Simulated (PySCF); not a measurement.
# How methods differ on the excitation energy of Zn

Zn [Ar] 3d10 4s2 (1S) → Zn [Ar] 3d10 4s1 4p1 (3P), as a difference of total energies. Computed with PySCF 2.14 in aug-cc-pVDZ-DK, with the spin-free X2C one-electron Hamiltonian (Gaussian nucleus). Correlated levels: valence: [Ar] frozen. The calculations carry no spin-orbit coupling.

| method | excitation energy (eV) |
| --- | --- |
| UHF | 2.723 |
| LDA | 4.496 |
| PBE | 4.246 |
| PBE0 | 3.935 |
| r2SCAN | 3.943 |
| BHandHLYP | 3.968 |
| B2PLYP | 4.150 |
| HSE06 | 3.984 |
| TPSSh | 3.957 |
| MP2 (valence) | 3.870 |
| SCS-MP2 (valence) | 3.976 |

How much does correlation contribute at MP2 (valence)?

3.870 − (2.723) = 1.147 eV, measured against UHF.

Errors of the correlated levels include the incompleteness of this basis and the frozen core.

For comparison: 4.054 eV (measured; NIST levels, between the centres of gravity of the two terms).
